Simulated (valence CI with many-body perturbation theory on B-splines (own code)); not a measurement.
## E1 line list for Tl⁶⁷⁺

Calculated by valence CI with perturbative core correlation (CI+MBPT): four valence electrons over a frozen Dirac-Fock core [Ne], a basis of 11 s, 11 p, 10 d, 8 f, 5 g, 2 h functions for each j, with the one-electron correlation potential Σ1 (screened to all orders), the two-electron term Σ2, the three-electron term Σ3, Breit, model QED; selected single and double excitations, second order for the rest, scaled by the run's own slope (own B-spline code, finite nucleus).

The last digits are not significant, and no measured levels were compared; by estimate large intervals hold to a few tenths of a per cent, small ones and those within an open d or f shell to about a per cent. Among the levels kept, up to 580 cm⁻¹ of a level comes from second order outside the variational space, and about a tenth of that is noise between levels of different J, which matters for small intervals.

Lines 1 to 50 of 544 in falling wavelength, among levels below 178.13 Ry, chosen from the strongest by gf and those to the six lowest levels. Wavelengths and rates use the calculated energies. Electric multipoles are in the length gauge, E1 and E2 with the static RPA response of the core. Weak lines are less certain than strong ones. Lines between different terms over intervals too small for the method are left out, as are lines whose strength nearly cancels. The highest levels of a list are the least certain.

Levels are named by their leading jj configuration (3d3/2^4 stands for four electrons in 3d with j = 3/2), which in mixed levels can hold well under half, so a name can repeat and another be missing. Letters in brackets count levels of one name in rising energy.

```tsv
λ vac (Å)	Upper	Lower	A (s⁻¹)	S (a.u.)
77.32	(3s 3p1/2 3d3/2 3d5/2) J=5	(3s^2 3d3/2 3d5/2) J=4	1.74e+10	4.37e-02
76.78	(3p1/2 3p3/2^2 3d3/2) J=4	(3s 3p3/2^2 3d3/2) J=3 [b]	9.82e+09	1.98e-02
76.11	(3s 3p1/2 3p3/2 3d3/2) J=4	(3s^2 3p3/2 3d3/2) J=3	1.29e+10	2.52e-02
67.67	(3s 3p1/2 3d3/2 3d5/2) J=3 [c]	(3s^2 3d3/2 3d5/2) J=2	1.58e+10	1.69e-02
67.55	(3p1/2^2 3d3/2 3d5/2) J=4	(3s 3p1/2 3d3/2 3d5/2) J=3 [d]	2.63e+10	3.60e-02
67.30	(3s 3p1/2 3d5/2^2) J=5	(3s^2 3d5/2^2) J=4	3.62e+10	5.99e-02
66.66	(3s 3p1/2^2 3p3/2) J=2	(3s^2 3p1/2 3p3/2) J=2	1.63e+10	1.19e-02
66.57	(3s 3p1/2 3p3/2 3d5/2) J=5	(3s^2 3p3/2 3d5/2) J=4	2.73e+10	4.37e-02
65.99	(3s 3p1/2 3p3/2^2) J=3	(3s^2 3p3/2^2) J=2	1.90e+10	1.88e-02
65.98	(3s 3p1/2 3d5/2^2) J=3 [a]	(3s^2 3d5/2^2) J=2	3.20e+10	3.18e-02
64.88	(3s 3p1/2 3p3/2 3d5/2) J=4 [c]	(3s^2 3p3/2 3d5/2) J=3	1.74e+10	2.12e-02
64.79	(3s 3p1/2 3d3/2 3d5/2) J=4 [c]	(3s^2 3d3/2 3d5/2) J=4	1.77e+10	2.13e-02
64.13	(3s 3p1/2 3d5/2^2) J=1 [b]	(3s^2 3d5/2^2) J=0	3.54e+10	1.38e-02
64.00	(3p1/2^2 3p3/2 3d5/2) J=4	(3s 3p1/2 3p3/2 3d5/2) J=3 [c]	2.20e+10	2.56e-02
63.92	(3s 3p1/2^2 3d5/2) J=3	(3s^2 3p1/2 3d5/2) J=3	2.24e+10	2.02e-02
63.57	(3s 3p1/2 3p3/2 3d5/2) J=3 [b]	(3s^2 3p3/2 3d5/2) J=2	2.29e+10	2.03e-02
63.34	(3s 3p1/2^2 3d5/2) J=3	(3s^2 3p1/2 3d5/2) J=2	3.63e+10	3.19e-02
63.28	(3s 3p1/2 3p3/2 3d3/2) J=3 [c]	(3s^2 3p3/2 3d3/2) J=3	2.59e+10	2.27e-02
63.18	(3s 3p1/2^2 3p3/2) J=2	(3s^2 3p1/2 3p3/2) J=1	2.02e+10	1.26e-02
63.06	(3p1/2^2 3d3/2 3d5/2) J=4	(3s 3p1/2 3d3/2 3d5/2) J=4 [c]	2.09e+10	2.33e-02
62.29	(3s 3p1/2 3d5/2^2) J=2 [b]	(3s^2 3d5/2^2) J=2	3.53e+10	2.11e-02
62.28	(3p1/2^2 3d3/2 3d5/2) J=2	(3s 3p1/2 3d3/2 3d5/2) J=3 [c]	2.68e+10	1.60e-02
61.92	(3p1/2^2 3p3/2 3d3/2) J=3	(3s 3p1/2 3p3/2 3d3/2) J=3 [c]	2.98e+10	2.45e-02
61.63	(3s 3p1/2^2 3d3/2) J=1	(3s^2 3p1/2 3d3/2) J=2	4.55e+10	1.58e-02
61.48	(3s 3p1/2 3d5/2^2) J=4 [b]	(3s^2 3d5/2^2) J=4	2.88e+10	2.97e-02
61.45	(3p1/2^2 3p3/2 3d5/2) J=3	(3s 3p1/2 3p3/2 3d5/2) J=2 [c]	2.72e+10	2.18e-02
61.23	(3p1/2^2 3p3/2 3d5/2) J=3	(3s 3p1/2 3p3/2 3d5/2) J=3 [d]	2.02e+10	1.60e-02
60.73	(3p1/2^2 3d5/2^2) J=4	(3s 3p1/2 3d5/2^2) J=3 [b]	6.14e+10	6.10e-02
60.65	(3s 3p1/2 3d3/2 3d5/2) J=3 [d]	(3s^2 3d3/2 3d5/2) J=4	3.12e+10	2.40e-02
60.24	(3s 3p1/2 3d5/2^2) J=3 [b]	(3s^2 3d5/2^2) J=4	3.66e+10	2.76e-02
60.15	(3p1/2 3p3/2^2 3d3/2) J=4	(3s 3p3/2^2 3d3/2) J=4	2.36e+10	2.28e-02
60.12	(3p1/2^2 3p3/2 3d5/2) J=4	(3s 3p1/2 3p3/2 3d5/2) J=4 [b]	1.37e+10	1.32e-02
59.57	(3p1/2 3p3/2^2 3d3/2) J=3 [a]	(3s 3p3/2^2 3d3/2) J=2 [a]	1.74e+10	1.27e-02
59.52	(3p1/2^2 3d5/2^2) J=4	(3s 3p1/2 3d5/2^2) J=4 [b]	5.05e+10	4.73e-02
59.41	(3p1/2^2 3p3/2 3d5/2) J=2	(3s 3p1/2 3p3/2 3d5/2) J=2 [b]	3.16e+10	1.63e-02
59.32	(3s 3p1/2 3p3/2 3d5/2) J=3 [d]	(3s^2 3p3/2 3d5/2) J=3	2.96e+10	2.14e-02
59.30	(3p1/2^2 3d5/2^2) J=2	(3s 3p1/2 3d5/2^2) J=1 [a]	4.10e+10	2.11e-02
59.16	(3s 3p1/2^2 3d3/2) J=2	(3s^2 3p1/2 3d3/2) J=2	3.54e+10	1.81e-02
59.12	(3s 3p1/2^2 3d5/2) J=2	(3s^2 3p1/2 3d5/2) J=3	5.03e+10	2.57e-02
59.10	(3p1/2 3p3/2^2 3d3/2) J=3 [a]	(3s 3p3/2^2 3d3/2) J=3 [a]	2.68e+10	1.91e-02
58.79	(3p1/2^2 3d3/2 3d5/2) J=3	(3s 3p1/2 3d3/2 3d5/2) J=3 [b]	5.16e+10	3.62e-02
58.75	(3p1/2^2 3d5/2^2) J=2	(3s 3p1/2 3d5/2^2) J=2 [b]	6.69e+10	3.35e-02
57.60	(3p1/2^2 3d3/2^2) J=2	(3s 3p1/2 3d3/2^2) J=3	5.53e+10	2.61e-02
57.50	(3s 3p1/2^2 3p3/2) J=1	(3s^2 3p1/2 3p3/2) J=2	5.52e+10	1.55e-02
57.43	(3p1/2^2 3d3/2 3d5/2) J=2	(3s 3p1/2 3d3/2 3d5/2) J=2 [b]	4.32e+10	2.02e-02
57.43	(3s 3p1/2 3p3/2^2) J=2 [b]	(3s^2 3p3/2^2) J=2	3.30e+10	1.54e-02
57.36	(3p1/2^2 3p3/2 3d5/2) J=2	(3s 3p1/2 3p3/2 3d5/2) J=1 [a]	2.64e+10	1.23e-02
57.24	(3p1/2^2 3d5/2^2) J=0	(3s 3p1/2 3d5/2^2) J=1 [b]	2.27e+11	2.10e-02
57.15	(3p1/2^2 3p3/2 3d5/2) J=1	(3s 3p1/2 3p3/2 3d5/2) J=1 [c]	5.86e+10	1.62e-02
57.08	(3p1/2^2 3p3/2 3d5/2) J=2	(3s 3p1/2 3p3/2 3d5/2) J=3 [b]	3.37e+10	1.55e-02
```
